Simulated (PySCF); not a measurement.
FH₂NTe, SMILES [Te](F)N.

Geometry: r2SCAN-D4/def2-TZVP. The def2 effective core potentials stand for the cores of Te; spin–orbit coupling is left out. The values are those of a single conformer.

Calculation: r2SCAN-D4/def2-TZVP in PySCF 2.14.0.

Frequencies are harmonic and unscaled.

### Question
Estimate the vibrational spectrum. (An estimate is asked for; the answer gives what the named calculation found.)

### Answer

```
mode  ν (cm⁻¹)  IR (km/mol)  Raman (Å⁴/amu)  depolarisation  moving atoms (share of kinetic energy)
----  --------  -----------  --------------  --------------  --------------------------------------
1          202         13.3             3.8            0.69         F 43 %, N 34 %, H 13 %, Te 10 %
2          450        202.2             2.6            0.02                          H 60 %, N 38 %
3          478         30.9             1.6            0.75                                  H 94 %
4          573         69.8             8.2            0.32                         F 86 %, Te 13 %
5          703         33.3            16.8            0.27                 N 62 %, H 27 %, Te 10 %
6          918          7.3             1.0            0.75                           H 91 %, N 8 %
7         1570         11.1             4.6            0.75                           H 92 %, N 8 %
8         3529         19.8           152.6            0.14                                  H 96 %
9         3644         45.9            55.2            0.75                           H 91 %, N 9 %
```
